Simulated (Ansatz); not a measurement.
`BC(=C)S` + H₂O → `C=C(O)S` + BH₃ at 700 K and 1 bar (formal hydrolysis of a C–B bond).

Gas-phase electronic energies from Ansatz, PBE0-D4/def2-TZVP geometries. CCSD(T)/CBS adds triple-zeta CCSD(T) − MP2 to the extrapolated MP2 energy (def2 sets, frozen cores). This one scheme is used for every species. One conformer a species, not always the lowest.

```json
{"species": "`BC(=C)S`", "CCSD(T)/CBS energy (Eh)": "-501.63858", "H − E (kJ/mol)": "228.4", "S (J/(mol·K))": "403.5"}
{"species": "H₂O", "CCSD(T)/CBS energy (Eh)": "-76.37941", "H − E (kJ/mol)": "80.5", "S (J/(mol·K))": "218.4"}
{"species": "`C=C(O)S`", "CCSD(T)/CBS energy (Eh)": "-551.42826", "H − E (kJ/mol)": "205.8", "S (J/(mol·K))": "381.8"}
{"species": "BH₃", "CCSD(T)/CBS energy (Eh)": "-26.55200", "H − E (kJ/mol)": "96.5", "S (J/(mol·K))": "225.0"}
```

H − E and S are ideal-gas, rigid-rotor, harmonic terms from PBE0-D4/def2-TZVP, for one conformer and one mirror image of each species. 1 Eh = 2625.50 kJ/mol, R = 8.31446 J/(mol·K).

**Question.** By hand: ΔE, ΔH, ΔS and ΔG.

**Answer.** ΔE = (-551.42826) + (-26.55200) − (-501.63858) − (-76.37941) = 0.03773 Eh = 99.1 kJ/mol. Δ(H − E) = 205.8 + 96.5 − 228.4 − 80.5 = -6.6, so ΔH = 92.5 kJ/mol. ΔS = 381.8 + 225.0 − 403.5 − 218.4 = -15.1 J/(mol·K). ΔG = 92.5 − 700 × (-15.1)/1000 = 103.1 kJ/mol.

**Question.** By hand: the equilibrium constant, and the temperature at which ΔG would vanish if ΔH and ΔS stayed fixed.

**Answer.** log₁₀ K = −ΔG/(RT ln 10) = -7.7. ΔH and −TΔS have one sign here, so there is no such temperature.

ΔH outweighs TΔS. A doubt of 5 kJ/mol in ΔE shifts log₁₀ K by 0.4 here. Other conformers and mirror images would add mixing entropy, several J/(mol·K) or more a flexible species. These are equilibria of isolated gas molecules and say nothing of rates. Largest T1 diagnostic: 0.012 (customary marks: 0.02 for closed shells, 0.045 for open ones).
